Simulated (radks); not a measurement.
Ionisation ladder of lutetium, from Lu44+ to Lu65+. Each ion is in the ground configuration listed by NIST, and IE = E(next ion) - E(this ion). Calculated with a radial shooting solver on a logarithmic mesh with Libxc functionals: scalar-relativistic Kohn-Sham, PBE, spin-polarised, spherical densities, finite nucleus; open shells are filled with parallel spins first (spin-orbit coupling, left out, can overturn this in heavy ions); Fermi nuclear charge, rms radius 5.37 fm.

species  configuration  E (hartree)  IE, Delta-SCF (eV)  -e(HOMO) (eV)     HOMO  <r> HOMO (bohr)  IE, NIST (eV)    kind  error (eV)
Lu44+         [Ar] 3d9  -13192.2850              3732.3         3674.2  3d down            0.185           3706  theory       +26.3
Lu45+         [Ar] 3d8  -13055.1252              3852.7         3794.1  3d down            0.183           3828  theory       +24.7
Lu46+         [Ar] 3d7  -12913.5398              3974.0         3915.1  3d down            0.182           3960  theory       +14.0
Lu47+         [Ar] 3d6  -12767.4965              4096.0         4036.8  3d down            0.181           4086  theory       +10.0
Lu48+         [Ar] 3d5  -12616.9700              4254.5         4193.0    3d up            0.179           4211  theory       +43.5
Lu49+         [Ar] 3d4  -12460.6195              4381.9         4319.9    3d up            0.177           4403  theory       -21.1
Lu50+         [Ar] 3d3  -12299.5862              4510.3         4447.8    3d up            0.176           4532  theory       -21.7
Lu51+         [Ar] 3d2  -12133.8343              4639.6         4576.7    3d up            0.175           4673  theory       -33.4
Lu52+         [Ar] 3d1  -11963.3334              4769.4         4706.3    3d up            0.173           4803  theory       -33.6
Lu53+             [Ar]  -11788.0608              5258.4         5203.9       3p            0.195           5168  theory       +90.4
Lu54+     [Ne] 3s2 3p5  -11594.8176              5372.4         5318.3  3p down            0.194           5282  theory       +90.4
Lu55+     [Ne] 3s2 3p4  -11397.3842              5484.7         5431.5  3p down            0.193           5408  theory       +76.7
Lu56+     [Ne] 3s2 3p3  -11195.8255              5633.5         5577.2    3p up            0.192           5525  theory      +108.5
Lu57+     [Ne] 3s2 3p2  -10988.7995              5750.3         5694.4    3p up            0.191           5937  theory      -186.7
Lu58+     [Ne] 3s2 3p1  -10777.4815              5865.2         5810.3    3p up            0.190           6070  theory      -204.8
Lu59+         [Ne] 3s2  -10561.9401              6346.3         6294.9       3s            0.193           6326  theory       +20.3
Lu60+         [Ne] 3s1  -10328.7187              6472.3         6420.4    3s up            0.193           6452  theory       +20.3
Lu61+             [Ne]  -10090.8645             14581.2        14430.1       2p           0.0715          14228  theory      +353.2
Lu62+     [He] 2s2 2p5   -9555.0156             14894.5        14744.4  2p down           0.0710          14542  theory      +352.5
Lu63+     [He] 2s2 2p4   -9007.6523             15202.6        15055.5  2p down           0.0706          14890  theory      +312.6
Lu64+     [He] 2s2 2p3   -8448.9679             15619.5        15462.3    2p up           0.0700          15211  theory      +408.5
Lu65+     [He] 2s2 2p2   -7874.9633             15942.4        15786.3    2p up           0.0696          16730  theory      -787.6

Reference values: NIST Atomic Spectra Database (exp. = measured, semi-emp. = semi-empirical, theory = theoretical value adopted there). The ionisation energy per charge of the ion left behind rises most, in proportion, at Lu61+ ([Ne]), from 106.10 to 235.18 eV. Open shells are spherical and high-spin; term and fine-structure splittings are not resolved. Spin-orbit splitting is averaged out at the scalar-relativistic level.
